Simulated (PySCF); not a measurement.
BiF3 at several levels of theory

Computed with PySCF 2.14.0 (density fitting, no spin-orbit coupling) at the geometry relaxed with r2SCAN:

```xyz
4
BiF3 (singlet)
Bi    0.0000    0.0000    0.6008
F     1.7414    0.0000   -0.4275
F    -0.8707    1.5081   -0.4275
F    -0.8707   -1.5081   -0.4275
```

| level | basis | state | HOMO (eV) | gap (eV) | charge on Bi1 (e) | dipole about the centre of mass (D) | largest force component (eV/Å) |
| --- | --- | --- | --- | --- | --- | --- | --- |
| r2SCAN | Bi def2-SVP with ECP60, F def2-SVP | singlet | -8.54 | 6.47 | 1.34 | 4.89 | 0.18 |
| revPBE | the same | singlet | -7.96 | 5.85 | 1.22 | 4.59 | 1.04 |
| r2SCAN | Bi def2-TZVP with ECP60, F def2-TZVP | singlet | -8.97 | 6.65 | 1.42 | 5.02 | 0.78 |
| r2SCAN | Bi x2c-SVPall, F x2c-SVPall | singlet | -8.56 | 6.51 | 1.39 | 4.86 | 0.64 |

Charges are Mulliken's, which hang on the basis. The relaxation used the grid (50, 194), these runs (75, 302) or, all-electron (x2c bases, spin-free X2C Hamiltonian), (99, 590).

Problem. A further run in the first row's basis gives HOMO (eV) -7.89, gap (eV) 5.75, charge on Bi1 (e) 1.20, dipole about the centre of mass (D) 4.55, largest force component (eV/Å) 1.06. Which level was it?
A. BLYP
B. BP86
C. PBE0

Solution. A. The others give HOMO -8.18 eV (BP86); -9.72 eV (PBE0).

In the first row's basis the gap widens with exact exchange: 5.8 to 6.5 eV for BLYP, revPBE, BP86, r2SCAN (none); 8.1 eV for PBE0 (a fixed share).

No frequency check is given that shows the relaxed geometry to be a minimum.
